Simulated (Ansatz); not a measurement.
Results of the Gaussian-basis code of Ansatz.

A structure relaxed at PBE0-D4/def2-TZVP, charge 0, multiplicity 1:

Cartesian coordinates in Å:
```
O 0.295 -1.635 -1.415
Si -1.069 -0.835 -0.983
C -0.658 0.894 -0.383
Ge 0.579 0.889 1.109
O 1.717 -0.450 0.698
H 1.019 -1.504 -0.785
H -1.943 -0.782 -2.182
H -1.808 -1.523 0.116
H -1.573 1.404 -0.066
H -0.218 1.474 -1.199
H 1.405 2.183 1.257
H -0.101 0.539 2.448
H 2.355 -0.653 1.384
```

Q: Give its formula and SMILES.

A: CH8GeO2Si, `O[SiH2][CH2][GeH2][OH]`.

Q: Point group (tolerance 0.08 Å, 0.16 Å for H)?

A: C1.

Q: Summarise the bond lengths by kind.

A: 1 × O–Si 1.639 Å; 2 × H–O 0.959 to 0.969 Å; 1 × C–Si 1.877 Å; 2 × H–Si 1.484 to 1.492 Å; 1 × C–Ge 1.939 Å; 2 × C–H 1.093 to 1.095 Å; 1 × Ge–O 1.805 Å; 2 × Ge–H 1.542 Å.
